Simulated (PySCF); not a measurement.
Compound: C4H8ClSi (doublet state).
Geometry (GFN2-xTB, Å), atoms numbered from 1 in this order:
```xyz
14
C4H8ClSi angstrom
C     -2.400    1.167    0.016
C     -1.264    0.727    0.622
C     -0.584   -0.455    0.357
Cl    -1.141   -1.499   -0.893
C      0.673   -0.855    1.008
Si     2.186   -0.294   -0.050
H     -2.876    0.602   -0.764
H     -2.857    2.095    0.304
H     -0.828    1.333    1.406
H      0.739   -0.401    1.996
H      0.719   -1.938    1.126
H      2.091   -0.910   -1.369
H      2.146    1.165   -0.145
H      3.395   -0.739    0.645
```

The hyperfine couplings belong to this conformer and change with its torsions.

Identity: `C=C[C](Cl)C[SiH3]` [radical].

Computed, not measured: UKS B3LYP, pcH-1 on C Cl H Si, non-relativistic, mean-field spin-orbit, GIAO (PySCF 2.14.0). One conformer (not necessarily the lowest) at the GFN2-xTB geometry, without solvent, vibrations or thermal averaging. A GFN2-xTB geometry isn't a minimum of the functional, and hyperfine couplings can be far from their values at a DFT geometry. No stability test was run, so a lower SCF solution isn't excluded. ⟨S²⟩ is 0.773 where a pure state has 0.75.

**Question.** What is the g tensor, term by term?

**Answer.** 
```json
{"Δg (ppm)": "relativistic mass correction", "1": "-161", "2": "-161", "3": "-161"}
{"Δg (ppm)": "gauge correction", "1": "-2", "2": "28", "3": "34"}
{"Δg (ppm)": "orbital Zeeman/spin–orbit", "1": "-367", "2": "2285", "3": "4028"}
{"Δg (ppm)": "total", "1": "-530", "2": "2153", "3": "3902"}
```

So g = 2.00179, 2.00447, 2.00622 and g_iso = 2.00416; the tensor is rhombic: the two nearest values differ by 39 % of g3 − g1. Axes: g2 points within 4° of the C1–H7 bond.

**Question.** What are the electron Larmor frequencies g μB B/h along the three axes at 1200 mT?

**Answer.** 33.6210, 33.6661, 33.6955 GHz for g1, g2 and g3, a range of 74.4 MHz.

**Question.** At 9.371 GHz, how far is the centre of the isotropic spectrum from where a free electron (g = 2.002319) resonates?

**Answer.** B = hν/(g μB) with μB/h = 13.99624 MHz/mT gives 334.38 mT for the free electron and 334.07 mT at g_iso, 0.31 mT lower.

**Question.** How much does each term add to the isotropic shift?

**Answer.** The orbital-Zeeman/spin–orbit term 1982, the mass correction -161 and the gauge correction 20 ppm, for a total of 1842 ppm. The orbital-Zeeman/spin–orbit term is the largest in size. The mass correction is the same along every axis, so the anisotropy comes from the other two: their spans along these axes are 36 (gauge) and 4395 ppm (orbital Zeeman/spin–orbit).

**Question.** In a frozen sample, at which fields do the three g values resonate at 9.5, 34, 94 and 263 GHz (hyperfine left aside), and which band first spreads them over more than twice a line width of 1.0 mT?

**Answer.** 
| band | GHz | B(g3) mT | B(g2) mT | B(g1) mT | spread mT |
| --- | --- | --- | --- | --- | --- |
| X | 9.5 | 338.32 | 338.62 | 339.07 | 0.75 |
| Q | 34.0 | 1210.84 | 1211.90 | 1213.53 | 2.68 |
| W | 94.0 | 3347.63 | 3350.55 | 3355.04 | 7.41 |
| J | 263.0 | 9366.24 | 9374.42 | 9386.98 | 20.74 |

The spread grows in proportion to the frequency. Q band is the first where it exceeds 2.0 mT.

Largest spin populations (Mulliken): C1 (+0.61), C3 (+0.59) and C2 (-0.24). The angles at C1 add up to 360.0°, so it is planar.

The HOMO–LUMO gaps are 5.47 eV among the α and 5.39 eV among the β orbitals.

Hardware: one thread of an Arm Neoverse V2, shared host with 96 logical CPUs at a one-minute load of 68. Cost: 68 s wall (grids of density and orbitals included), 0.88 GiB resident at most.
